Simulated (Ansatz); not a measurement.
Basis sets compared for Ge14NH24, a doped nanocrystal cut from the lattice of germanium (N on a surface site). Total charge 0; doublet. Geometry PBE-D4/def2-SVP. Ansatz on 4 threads of AMD EPYC 7R13 on a shared host and a share (37 GiB) of an NVIDIA H100 80GB HBM3; times are rough, and most runs start from earlier orbitals.

Cartesian coordinates in Å:
```
Ge 1.269 0.490 -0.508
Ge 1.930 0.020 3.257
Ge -0.679 -2.343 -4.560
Ge -0.588 -2.957 -0.635
Ge -1.836 -0.089 1.945
Ge -2.334 0.347 -2.081
Ge 1.135 2.862 0.062
Ge -1.176 0.025 -4.211
Ge 1.700 2.453 3.313
Ge 2.820 -0.566 1.057
Ge -0.936 -0.557 -0.286
Ge -0.264 -1.007 3.583
Ge 0.647 -3.258 -2.721
Ge -2.153 2.319 2.255
N 0.603 3.002 1.872
H 1.780 0.382 -1.977
H 2.920 -0.379 4.395
H 0.051 -2.548 -5.919
H -2.024 -3.125 -4.627
H 0.195 -3.553 0.572
H -1.959 -3.690 -0.724
H 0.269 3.960 2.054
H -3.179 -0.878 2.091
H -2.602 1.859 -1.829
H -3.706 -0.388 -2.113
H 2.503 3.588 -0.163
H 0.036 3.612 -0.741
H 0.158 0.826 -4.181
H -2.026 0.572 -5.395
H 3.094 3.156 3.226
H 0.965 2.957 4.587
H 4.262 -0.007 0.882
H 2.862 -2.108 0.850
H -0.131 -2.551 3.425
H -0.747 -0.716 5.035
H 1.994 -2.485 -2.619
H 0.978 -4.756 -2.984
H -2.290 2.973 0.838
H -3.538 2.559 2.977
```

Single mean-field runs in def2-SVP, def2-TZVP are fitted with def2-universal-jkfit.

Binding counts from free atoms (Ge triplet, N quartet, H doublet) in the same basis, without a counterpoise term.

```csv
level,functions,energy (Eh),HOMO (eV),LUMO (eV),binding per atom (eV),wall time
PBE-D4/def2-SVP,582,-29139.2932,-4.42,-3.43,2.85,18 s
PBE0-D4/def2-SVP,582,-29140.0902,-5.48,-2.59,2.84,22 s
```

Estimate the rows for PBE-D4/def2-TZVP (with forces), PBE0-D4/def2-TZVP.


```tsv
level	functions	energy (Eh)	HOMO (eV)	LUMO (eV)	binding per atom (eV)	wall time
PBE-D4/def2-TZVP (with forces)	847	-29143.0300	-4.52	-3.53	2.85	25 s
PBE0-D4/def2-TZVP	847	-29143.8116	-5.54	-2.67	2.84	22 s
```
